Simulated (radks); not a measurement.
Results of a calculation; reference values are marked as such.
Spin polarisation of the 4f9 shell in neutral terbium. Start: [Xe] 4f(up 4.5, down 4.5) 6s2; electrons of 4f are moved from spin down to spin up, other shells keep equal spins. Code: a radial shooting solver on a logarithmic mesh with Libxc functionals. Model: non-relativistic Kohn-Sham, PBE, spin-polarised, spherical densities, point nucleus.

moment (Bohr magnetons)	E - E(0) (eV)	e(4f up) (eV)	e(4f down) (eV)	6s down minus up (eV)
0	0.000	-6.747	-6.747	0.000
1	-0.189	-7.111	-6.354	0.023
2	-0.757	-7.446	-5.933	0.046
3	-1.702	-7.751	-5.483	0.069
4	-3.024	-8.024	-5.003	0.092
5	-4.723	-8.265	-4.493	0.117

At moment 5 the spin-polarisation energy is -4.723 eV and the 4f exchange splitting 3.772 eV, that is 0.754 eV per Bohr magneton; E = -I m^2/4 would give I = 0.756 eV.
